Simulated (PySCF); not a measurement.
One of the candidates below gave these computed data.

All candidates are C6H7NO.

| technique | computed result |
| --- | --- |
| Dipole | 3.74 D [PBE0/def2-SVPD] |
| Triplet | lowest triplet excitation (Tamm–Dancoff): 2.92 eV [TDA PBE0/def2-SVPD] |
| 13C NMR | chemical shifts (computed TMS as zero) by class: 158.1 (1 C), 149.4 (1 C), 143.7 (1 C), 138.6 (1 C), 113.8 (1 C), 41.6 (1 C) ppm [GIAO PBE0/pcSseg-1] |
| UV, strongest line | among the 6 lowest singlet transitions: S6 at 6.27 eV (198 nm, f = 0.444) [TDDFT PBE0/def2-SVPD] |
| 1H NMR | chemical shifts (computed TMS as zero) by class: 8.22 (1 H), 8.21 (1 H), 6.77 (1 H), 6.40 (1 H), 5.60 (1 H), 3.08 (2 H) ppm [GIAO PBE0/pcSseg-1] |
| NMR, other nuclei | isotropic shieldings of nuclei other than C and H, by class: 108 (1 N), -102 (1 O) ppm [GIAO PBE0/pcSseg-1] |
| Polarisability | 81.6 au [PBE0/def2-SVPD] |
| Rotational structure | rotational constants A, B, C: 5.510, 1.433, 1.145 GHz [GFN2-xTB] |
| UV, first state | lowest singlet excitation: 4.79 eV (259 nm, f = 0.103) [TDDFT PBE0/def2-SVPD] |

The electronic properties come from PySCF, for the isolated species, density fitting. Levels stand in brackets. Geometry: GFN2-xTB, one conformer, isolated molecule. Each NMR value is the plain mean over a class of atoms that symmetry, rotation or inversion makes alike.

Task: Which candidate is it?
A. `C=C(C)c1ccon1`
B. `Cn1cccc1C=O`
C. `CO[C@@]1(C#N)C=CC1`
D. `O=CNC1=CCC=C1`

Result: D. It is `O=CNC1=CCC=C1`. Numbering: `[O:1]=[CH:2][NH:3][C:4]1=[CH:5][CH2:6][CH:7]=[CH:8]1`. Its formula, C6H7NO, gives 4 degrees of unsaturation: 1 ring and 3 π bonds in the structure found. 6 carbons fall into 6 classes; from least to most shielded: amide carbonyl carbon [C2] (158.1 ppm), vinylic carbon bearing nitrogen [C4] (149.4 ppm), alkene CH carbon [C7] (143.7 ppm), alkene CH carbon [C8] (138.6 ppm), alkene CH carbon [C5] (113.8 ppm), allylic carbon [C6] (41.6 ppm). Hydrogen classes from least to most shielded: 1 H on an alkene CH carbon, C8 (8.22 ppm), 1 H on an amide carbonyl carbon, C2 (8.21 ppm), 1 H on an alkene CH carbon, C7 (6.77 ppm), 1 H on an amide nitrogen, N3 (6.40 ppm), 1 H on an alkene CH carbon, C5 (5.60 ppm), 2 H on an allylic carbon, C6 (3.08 ppm). The other shieldings belong to: 108 ppm, amide nitrogen [N3]; -102 ppm, amide oxygen [O1]. S1 is mainly HOMO→LUMO (weight 0.98); the largest Löwdin shares of the orbital it empties are 0.30 on an alkene CH carbon, 0.17 on an alkene CH carbon, 0.15 on the vinylic carbon bearing nitrogen and 0.10 on the amide nitrogen, of the orbital it fills 0.18 on an alkene CH carbon, 0.15 on an alkene CH carbon, 0.14 on the vinylic carbon bearing nitrogen and 0.11 on an alkene CH carbon. The optimised geometry has point group Cs and is an asymmetric top.

The others, at the same levels:
- `C=C(C)c1ccon1` fails: its computed 13C shifts are 166.7 (1 C), 165.4 (1 C), 144.1 (1 C), 122.1 (1 C), 108.7 (1 C), 22.6 (1 C) ppm, 1H shifts are 8.51 (1 H), 6.78 (1 H), 5.91 (1 H), 5.70 (1 H), 2.37 (3 H) ppm and lowest singlet excitation is 5.72 eV (217 nm, f = 0.163) (against 4.79 eV).
- `CO[C@@]1(C#N)C=CC1` fails: its computed 13C shifts are 152.7 (1 C), 145.3 (1 C), 122.4 (1 C), 72.9 (1 C), 56.4 (1 C), 47.5 (1 C) ppm, 1H shifts are 6.77 (1 H), 6.77 (1 H), 3.65 (3 H), 3.14 (1 H), 2.97 (1 H) ppm and rotational constant A is 2.722 GHz (against 5.510 GHz).
- `Cn1cccc1C=O` fails: its computed 13C shifts are 183.6 (1 C), 136.5 (1 C), 134.1 (1 C), 129.4 (1 C), 114.6 (1 C), 39.0 (1 C) ppm, 1H shifts are 9.92 (1 H), 7.00 (1 H), 6.73 (1 H), 6.37 (1 H), 4.07 (3 H) ppm and lowest singlet excitation is 3.99 eV (310 nm, f = 0.000) (against 4.79 eV).

Each candidate is one conformer, not necessarily the lowest. The conformers computed, where there is a choice (atom-mapped SMILES and torsion angles):
- `[O:1]=[CH:2][NH:3][C:4]1=[CH:5][CH2:6][CH:7]=[CH:8]1`: O1–C2–N3–C4 0°, C2–N3–C4–C5 180°
- `[CH2:1]=[C:2]([CH3:3])[c:4]1[cH:5][cH:6][o:7][n:8]1`: C1–C2–C4–C5 0°
- `[CH3:1][O:2][C@@:3]1([C:4]#[N:5])[CH:6]=[CH:7][CH2:8]1`: C1–O2–C3–C4 -63°
- `[CH3:1][n:2]1[cH:3][cH:4][cH:5][c:6]1[CH:7]=[O:8]`: C5–C6–C7–O8 180°
